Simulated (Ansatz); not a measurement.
Reactions of `C[O][Sn]([OH])([F])[F]`.

Calculated with Ansatz (gas phase, PBE0-D4/def2-TZVP geometries, no zero-point term in ΔE). CBS: MP2 limit from def2 TZ/QZ plus the TZ coupled-cluster correction, frozen cores. This one scheme is used for every species, atoms too. Open shells (•) are unrestricted, without spin–orbit coupling. Spin–orbit coupling would lower the free atoms: a little for F. Elements past krypton have def2 core potentials. Bonds to Ge, Sn are less sure, by a few kJ/mol each and by 10 to 20 or more in all where they break to atoms, as the def2 sets lack core-valence functions. Scalar relativity is left out up to krypton. One conformer a species, not always the lowest.

Order these by ΔE at CCSD(T)/CBS, lowest first. (Best estimate.)
A. `C[O][Sn]([OH])([F])[F]` + `CC(=N)Cl` → `C/N=C(/C)Cl` + `[OH][Sn]([OH])([F])[F]`
B. `C[O][Sn]([OH])([F])[F]` → `[CH2]` (triplet) + `[OH][Sn]([OH])([F])[F]`
C. `C[O][Sn]([OH])([F])[F]` + H₂O → `[OH][Sn]([OH])([F])[F]` + CH₃OH
D. `C[O][Sn]([OH])([F])[F]` + GeH₄ → `C[O][Sn]([F])([F])[GeH3]` + H₂O
E. `C[O][Sn]([OH])([F])[F]` + `OC#C[SiH3]` → `COC#C[SiH3]` + `[OH][Sn]([OH])([F])[F]`
F. `C[O][Sn]([OH])([F])[F]` → F• + `C[O][Sn]([OH])[F]`•
G. `C[O][Sn]([OH])([F])[F]` → `[OH][SnH]([F])[F]` + `C=O`
H. `C[O][Sn]([OH])([F])[F]` + `c1ccccc1` → `C[O][Sn]([F])([F])[c]1ccccc1` + H₂O

D (-12.8 kcal/mol), A (-10.0 kcal/mol), E (-5.1 kcal/mol), C (0.0 kcal/mol), H (+2.3 kcal/mol), G (+28.3 kcal/mol), B (+89.5 kcal/mol), F (+116.4 kcal/mol).

Largest T1 diagnostic: 0.019, for `C[O][Sn]([OH])[F]`•.
